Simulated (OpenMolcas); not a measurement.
A calculation on In III.

```json
{"Program": "OpenMolcas 26.06", "Method": "CASSCF", "Basis": "ANO-RCC-VQZP [8s7p5d3f2g]", "Scalar Hamiltonian": "DKH2, point nucleus", "Active space": "1 electron in 4 orbitals (5s 5p)", "State averaging": "2S+1 = 2 even, 1 root; 2S+1 = 2 odd, 3 roots", "Spin-orbit coupling": "state interaction with AMFI integrals over the reference wave functions, term energies averaged over their components"}
```

(1) Which level of the active space comes out lowest?

(2) How high does 5p ²P°_1/2 lie?

(3) How high does 5p ²P°_3/2 lie?

Measured values: Moore, Atomic Energy Levels, vol. III, NSRDS-NBS 35 (1971 reprint of NBS Circular 467, 1958).

Answers

(1) 5s ²S_1/2, with 100 % of that term; it is also the measured ground level.

(2) 6.7217 eV above the lowest level; measured 7.0896 eV above the ground level, so the calculation is off by -5 %.

(3) 7.1520 eV above the lowest level; measured 7.6279 eV above the ground level, so the calculation is off by -6 %.

With one active electron the reference holds no correlation, so core polarisation is missing. Measured partners are found by configuration, term and J. A level has none where our copy of the source lacks it or the pairing is in doubt (some pairs that miss far off the trend of their configuration count as doubtful), and it then counts in no deviation. Only configurations of the active space appear.

° marks odd parity.
